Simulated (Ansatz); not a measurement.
Geometry optimisation, RKS CAM-B3LYP-D4/def2-mTZVP in Ansatz.

The input (input.yaml):

```yaml
crystal:
  periodic: [false, false, false]
  atoms:
    - { symbol: Ge, position_ang: [0.0, 0.0, 0.0] }
    - { symbol: H, position_ang: [0.0, 0.0, 1.9] }
    - { symbol: H, position_ang: [1.4616, 0.0, -0.5162] }
    - { symbol: H, position_ang: [-0.73, 1.2648, -0.5162] }
    - { symbol: H, position_ang: [-0.73, -1.2648, -0.5162] }
    - { symbol: O, position_ang: [-1.9644, 0.0, 0.6527] }
    - { symbol: Al, position_ang: [-3.2781, -0.9643, -0.0632] }
    - { symbol: H, position_ang: [-3.009, -2.4314, -0.5204] }
    - { symbol: H, position_ang: [-4.6987, -0.3425, -0.2335] }
    - { symbol: H, position_ang: [-0.9937, 0.0, 1.8011] }
basis:
  gaussian: { orbitals: def2-mTZVP }
hamiltonian:
  xc: cam_b3lyp
  dispersion: d4
relax:
  f_tol: 0.15
  max_steps: 25
  restrain:
    - { distance: [0, 5], at: 2.97, k: 30.0 }
    - { distance: [9, 1], at: 1.86, k: 30.0 }
    - { distance: [0, 1], at: 1.55, k: 30.0 }
    - { distance: [9, 5], at: 1.01, k: 30.0 }
```

Run as:

```bash
$ ansatz run input.yaml --threads 4 --pin off --max-ram 5120MiB --backend cpu --events-out ev --progress --plain --runs-dir out
```

Task: Where does it end, and by what steps?

Result: The forces met the threshold. The restraints hold the end off the free minimum; the threshold counts their pulls, which the force column leaves out. Restrained pairs: Ge1–O6 (2.07 → 2.98 Å), H2–H10 (1.00 → 1.87 Å), Ge1–H2 (1.90 → 1.55 Å), O6–H10 (1.50 → 0.98 Å). After 12 steps the energy has fallen by 4.003 eV (the restraints' own energy left out); H8 moved furthest, 1.06 Å.

| step | energy less start (eV) | largest force component (eV/Å) | accepted |
| --- | --- | --- | --- |
| 0 | 0.0000 | 2.141 | yes |
| 1 | -0.8098 | 3.513 | yes |
| 2 | -2.0859 | 4.329 | yes |
| 3 | -3.2119 | 3.532 | yes |
| 4 | -3.7299 | 1.467 | yes |
| 5 | -3.8846 | 1.258 | yes |
| 6 | -3.9557 | 0.931 | yes |
| 7 | -3.9747 | 0.897 | yes |
| 8 | -3.9823 | 0.889 | yes |
| 9 | -3.9708 | 0.932 | no |
| 10 | -3.9917 | 0.870 | yes |
| 11 | -3.9976 | 0.856 | yes |
| 12 | -4.0029 | 0.850 | yes |

```xyz
10
Properties=species:S:1:pos:R:3
Ge 0.360 0.159 -0.105
H 0.149 -0.253 1.372
H 1.872 0.187 -0.372
H -0.230 1.541 -0.369
H -0.272 -0.899 -1.018
O -2.406 -0.078 0.972
Al -3.565 -1.059 0.208
H -3.517 -2.629 0.385
H -4.629 -0.284 -0.651
H -1.703 -0.421 1.564
```

The run took 26 s on 4 threads of Arm Neoverse V1, with other jobs on the host, peak memory 0.28 GiB.
